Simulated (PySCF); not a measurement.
**Relaxation of singlet LuH₄⁻**

Computed with PBE0/[Lu def2-TZVP with ECP28, H def2-TZVP], scalar-relativistic core potentials, density fitting, no spin–orbit coupling, PySCF. A (50,194) grid was used.

A hand-made square planar start, of D4h symmetry, held to at least that symmetry:

```xyz
5
charge -1 multiplicity 1, angstrom
Lu    0.0000    0.0000    0.0000
H     1.9400    0.0000    0.0000
H     0.0000    1.9400    0.0000
H    -1.9400    0.0000    0.0000
H     0.0000   -1.9400    0.0000
```

What does it relax to?

It ends at D4h with Lu–H 2.047 Å (×4); H–Lu–H 90.0° (×4), H–Lu–H 180.0° (×2). A frequency run shows 1 imaginary mode, down to 561i cm⁻¹, so it is a saddle point.

How much energy is released, and in how many steps?

17.8 kJ/mol in 4 steps.

The basis has no diffuse functions, which an anion would want.
